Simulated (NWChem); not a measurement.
System: CH₃Mg cation; SMILES [CH3][Mg+]

Input file for NWChem:

```
start job
memory heap 200 mb stack 900 mb global 1100 mb
charge 1
geometry units angstroms noautoz
  Mg     0.000000     0.000000    -0.949386
  C      0.000000     0.000000     1.148808
  H      0.740484     0.740484     1.458086
  H      0.271036    -1.011520     1.458086
  H     -1.011520     0.271036     1.458086
end
basis spherical
  * library aug-pcseg-1
end
dft
  xc pbe0
  iterations 150
  mulliken
end
task dft energy
```

Geometry: optimised at B3LYP/6-31G* (spherical d).

Problem. Predict the main results of this run. (PBE0/aug-pcseg-1.) Quantities: basis functions; energy (Ha); highest occupied level (eV); orbital gap (eV).

Solution. 
* **number of basis functions**: 64
* **energy (Ha)**: -239.52
* **highest occupied level (eV)**: -13.00
* **orbital gap (eV)**: 4.55
